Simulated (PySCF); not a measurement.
Worked example: chemical shift, span and skew from a shielding tensor

Cl₃H₃OSi₂, SMILES Cl[SiH2]O[SiH](Cl)Cl. Atoms are numbered in the order given.

```xyz
9

Si     1.7211     0.8721    -0.2541
Cl     2.8959    -0.8116    -0.0065
O      0.2440     0.4206    -0.8675
Si    -1.1939    -0.2577    -0.4588
Cl    -0.9813    -1.2469     1.3392
Cl    -2.5975     1.2320    -0.2382
H      1.5463     1.5198     1.0664
H      2.3609     1.7599    -1.2478
H     -1.6293    -1.1957    -1.5044
```
Charge 0, spin multiplicity 1.

Geometry: B3LYP-D3(BJ)/def2-SVP. This is a generated structure with no PubChem entry under its InChIKey; it may be hypothetical. The values are those of a single conformer.

GIAO shieldings from PBE/pcSseg-1 in PySCF, non-relativistic, no solvent. The symmetric part of the tensor of Si1 has the principal values 321.8, 356.3, 367.9 ppm. The same nucleus in TMS has σ = 335.4 ppm at this level (PySCF, at its B3LYP-D3(BJ)/def2-TZVP geometry). Without spin–orbit terms, shifts of atoms bonded to Cl or Br come out too high.

Q: Work out the isotropic shielding, the ²⁹Si shift against TMS, the span and the skew.

A: 
σ(iso) = (σ11 + σ22 + σ33)/3 = 348.7 ppm. δ = σ(ref) − σ(iso) = 335.4 − (348.7) = -13.3 ppm.
Span Ω = σ33 − σ11 = 46.1 ppm. Skew κ = 3(σ(iso) − σ22)/Ω = -0.50. Tumbling in solution averages the tensor to δ; in a static solid the shielding alone would spread this spin-1/2 line over Ω.
